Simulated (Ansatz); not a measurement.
Br$_{2}$Zn, charge +1, doublet, at a GFN2-xTB geometry (such geometries of metal compounds can be far from the true shape) (a state made from the parent by changing its charge; the spin is typed, not shown lowest); Ansatz (a program for electronic structure) with B97M-V/cc-pVDZ.

Ansatz was given this input:
Ansatz 0.2 input:
```yaml
crystal:
  periodic: [false, false, false]
  atoms:
    - {symbol: Zn, position_ang: [0.00000000, 0.00000000, 0.00000000]}
    - {symbol: Br, position_ang: [-0.00000000, -0.00000000, -2.37688728]}
    - {symbol: Br, position_ang: [0.00000000, 0.00000000, 2.37688728]}
basis:
  gaussian:
    orbitals: cc-pVDZ
hamiltonian:
  xc: {name: B97M-V}
total_charge: 1
magnetization: {spin_polarized: true, initial_magnetization: 1}
```

Output, abridged:

```
Functional definition: B97M-V
1212 factors; their error is unknown
mean field evaluation 1: about -188465.4024 eV, gradient 3.2e1 eV
mean field evaluation 2: about -188450.3465 eV, gradient 7.8e1 eV
mean field evaluation 4: about -188469.8046 eV, gradient 1.7e0 eV
mean field evaluation 8: about -188469.8151 eV, gradient 1.9e-1 eV
mean field evaluation 16: about -188469.7896 eV, gradient 4.1e-4 eV
mean field evaluation 32: about -188469.7896 eV, gradient 1.5e-4 eV
mean field -188469.78959120 eV, -6926.1370180649 hartree, gradient 1.3e-6 eV, S^2 0.754958; 6 other end points of the search recorded, 0 dependent functions left out
reference -188469.78965614 eV, -6926.1370204515 hartree; 50, 49 occupied and 47, 48 virtual orbitals, 1212 factors
Total energy: -188469.78965614 eV, -6926.1370204515 hartree
```
